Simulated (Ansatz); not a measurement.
Calculated with Ansatz (gas phase, PBE0-D4/def2-TZVP geometries, no zero-point term in ΔE). CCSD(T)/CBS is the MP2 limit (def2-TZVPP, def2-QZVPP) plus CCSD(T) − MP2 in def2-TZVPP, frozen cores. This one scheme is used for every species. Functionals use def2-TZVPP. B3LYP here is the variant with VWN-RPA as its local correlation; programs differ in this. HSE06 is defined as in plane-wave codes. For Zn outer-core shells are correlated without core-valence functions, which leaves a few kJ/mol of doubt a bond. Scalar relativity is left out up to krypton. One conformer a species, not always the lowest.

`C[N](C)[Zn][F]` + H₂ → `[F][ZnH]` + `CNC`  (hydrogenolysis of a Zn–N bond)

`C[N](C)[Zn][F]`:

```xyz
11

C     0.331    0.354   -1.238
N    -0.142   -0.178    0.012
C     0.060    0.724    1.113
Zn   -0.696   -1.872    0.214
F    -1.280   -3.505    0.404
H     1.411    0.572   -1.216
H    -0.181    1.296   -1.490
H     0.155   -0.340   -2.063
H     1.124    0.963    1.267
H    -0.320    0.307    2.049
H    -0.463    1.679    0.947
```

H₂:

Z-matrix (Å, degrees):
```
H
H 1 0.746
```

`[F][ZnH]`:

Z-matrix (Å, degrees):
```
Zn
F 1 1.750
H 1 1.507 2 180.0
```

`CNC`:

Z-matrix (Å, degrees):
```
C
N 1 1.445
H 1 1.094 2 109.4
H 1 1.092 2 110.0 3 117.9
H 1 1.104 2 114.0 3 -120.2
C 2 1.445 1 112.8 3 65.3
H 2 1.011 1 109.8 3 -171.9
H 6 1.104 2 114.0 1 54.9
H 6 1.094 2 109.4 1 -65.3
H 6 1.092 2 110.0 1 176.8
```

```tsv
level	ΔE (kJ/mol)	difference from CCSD(T)/CBS
LDA (SPW92)	-31.1	-4.7
PBE-D4	-32.0	-5.6
revPBE-D4	-29.4	-3.0
BLYP-D4	-28.6	-2.2
r2SCAN-D4	-31.0	-4.6
B97M-V	-45.9	-19.5
PBE0-D4	-37.4	-11.0
B3LYP-D4	-34.2	-7.8
r2SCANh-D4	-33.2	-6.8
r2SCAN0-D4	-36.2	-9.8
HSE06-D4	-37.3	-10.9
BHLYP-D4	-39.9	-13.5
ωB97X-V	-35.0	-8.6
ωB97M-V	-37.7	-11.3
B2PLYP	-33.7	-7.3
PBE	-37.1	-10.7
revPBE	-40.1	-13.7
BLYP	-39.1	-12.7
r2SCAN	-32.3	-5.9
PBE0	-42.0	-15.6
B3LYP	-42.6	-16.2
r2SCANh	-34.7	-8.3
r2SCAN0	-37.9	-11.5
HSE06	-41.7	-15.3
BHLYP	-47.3	-20.9
CAM-B3LYP	-41.5	-15.1
LC-ωPBE	-37.9	-11.5
RPA@PBE/def2-TZVPP	-30.2	-3.8
HF/def2-SVP	-56.1	-29.7
MP2/def2-SVP	-24.6	1.8
CCSD/def2-SVP	-35.7	-9.3
CCSD(T)/def2-SVP	-32.6	-6.2
HF/def2-TZVPP	-58.5	-32.1
MP2/def2-TZVPP	-19.4	7.0
SCS-MP2/def2-TZVPP	-25.8	0.6
HF/def2-QZVPP	-56.3	-29.9
MP2/def2-QZVPP	-16.7	9.7
SCS-MP2/def2-QZVPP	-23.4	3.0
HF/CBS(def2)	-56.0	-29.6
CCSD/CBS(def2)	-31.8	-5.4
CCSD(T)/CBS	-26.4	0
```

Largest T1 diagnostic among the species: 0.018.

From BLYP to BHLYP (50 % exact exchange), in def2-TZVPP and without D4, ΔE moves by −8.2 kJ/mol. In def2-TZVPP, CCSD(T) changes the Hartree–Fock value by +28.8 kJ/mol (the triples alone add +5.4 kJ/mol) and MP2 by +39.1 kJ/mol.

CCSD(T)/CBS has its own doubt, a few kJ/mol and more with outer-core shells, so smaller differences from it don't rank the levels.
